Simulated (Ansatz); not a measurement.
Input file for Ansatz (an electronic-structure program): R-CCSD(T)/def2-TZVPPD on H4IP (a complex), monomers drawn apart or pushed together. Elements past Kr take the def2 small-core potentials; no spin–orbit coupling. Files ending in .json are basis or fitting sets from the Basis Set Exchange. The run froze 14 orbitals, filled d shells among them.

Ansatz 0.2 input:
```yaml
crystal:
  periodic: [false, false, false]
  atoms:
    - {symbol: P, position_ang: [-0.45874162, 0.10216206, 0.23450807]}
    - {symbol: H, position_ang: [0.05374564, -1.06701179, -0.37814105]}
    - {symbol: H, position_ang: [-1.74795091, -0.02484158, -0.33713216]}
    - {symbol: H, position_ang: [0.02511990, 0.97796109, -0.76738349]}
    - {symbol: I, position_ang: [0.35113458, 1.26220981, 6.34921471]}
    - {symbol: H, position_ang: [0.14127756, 0.96184539, 4.76018209]}
basis:
  gaussian:
    orbitals: def2-TZVPPD.json
magnetization: {spin_polarized: false}
correlation: {method: ccsd_t, electrons: outside_noble_gas}
scf: {lower_state_search: off}
```

The head of its log:

```
WARN ansatz: RAYON_NUM_THREADS=2 ignored (pool sized by the plan → 2); use --threads N
Functional definition: HF
these checks for a lower state are left out or cut short: stability, starts, cluster_reference, orbital_swaps, neighbouring_geometries, increment
integrals: 0.51 GiB planned
1158 factors; integrals over basis functions are off by at most 1.3e-3 eV
mean field: 0.56 GiB planned
mean field evaluation 1: about -17406.8246 eV, gradient 1.3e1 eV
mean field evaluation 2: about -17406.8930 eV, gradient 1.3e1 eV
mean field evaluation 4: about -17407.8417 eV, gradient 2.9e0 eV
mean field evaluation 8: about -17407.8704 eV, gradient 1.5e-1 eV
mean field -17407.87056374 eV, -639.7274437389 hartree, gradient 3.8e-6 eV, S^2 0.000000; 0 other end points of the search recorded, 0 dependent functions left out
14 core orbitals not correlated
reference -17407.87056374 eV, -639.7274437389 hartree; 8, 8 occupied and 153, 153 virtual orbitals, 1158 factors
```

**Question.** What total energy does the run end on?

**Answer.** -640.1099 hartree (reference determinant -639.7274, T1 diagnostic 0.011).
